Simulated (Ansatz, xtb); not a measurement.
## Two isomers of C5H10Si

Structure X: `C=C[C@@H]1C[C@H]1[SiH3]`, a singlet. Structure Y: `C=C[C@@H]1C[C@@H]1[SiH3]`, a singlet. Both are isolated molecules in the gas phase, relaxed with PBE-D3(BJ)/def2-SVP; each stands in its lowest conformer found.

Energies in hartree; the thermal terms are from GFN2-xTB frequencies at re-optimised GFN2-xTB minima (ideal gas, soft modes damped towards free rotors, one conformer each, 298.15 K, 1 atm) and include the zero-point energy:

|  | X | Y |
| --- | --- | --- |
| E, CCSD(T)/def2-SVP | −484.694624 | −484.692973 |
| E, MP2/def2-SVP | −484.591773 | −484.590023 |
| E, MP2/def2-TZVPP | −485.074445 | −485.072628 |
| zero-point energy | 0.126312 | 0.126464 |
| H(298 K) − E | 0.135297 | 0.135302 |
| G(298 K) − E | 0.093955 | 0.094429 |

Q: Correct the CCSD(T) difference for the basis set by the MP2 change, then work out ΔE, ΔE₀, ΔH and ΔG for X → Y in kJ/mol (1 Eh = 2625.50 kJ/mol) and the equilibrium ratio [Y]/[X].

A: 1. Differences Y − X: CCSD(T) +0.001651, MP2 in the small set +0.001750, MP2 in the large set +0.001817 Eh.
2. ΔE = +0.001651 + (+0.001817 − (+0.001750)) = +0.001718 Eh = +4.51 kJ/mol.
3. ΔE₀ = ΔE + ΔZPE = +0.001718 + (+0.000152) Eh = +4.91 kJ/mol.
4. ΔH = ΔE + (+0.000005) Eh = +4.52 kJ/mol.
5. ΔG = ΔE + (+0.000474) Eh = +5.76 kJ/mol, so ΔS = (ΔH − ΔG)/T = −4.1 J/(mol K).
6. kT = 0.9442 mEh, so K = [Y]/[X] = exp(−ΔG/kT) = exp(−2.32) ≈ 0.098.

Structure X is favoured at this temperature. An error of 4 kJ/mol in ΔG would change K by a factor of 5. Mirror images and further conformers aren't counted.

As drawn, both hold the same kinds of bond in the same numbers.

Other levels gave ΔE = +1.6 (GFN2-xTB); +5.9 (HF/STO-3G, GFN2-xTB geometries); +5.3 (r2SCAN-D4/def2-SVP, GFN2-xTB geometries); +3.8 (PBE-D3(BJ)/def2-SVP); +6.0 (HF/def2-SVP); +4.6 (MP2/def2-SVP); +4.3 (CCSD(T)/def2-SVP) kJ/mol. The correlated steps freeze 10 core orbitals. Programs: Ansatz 0.2.0, xtb 6.7.1.
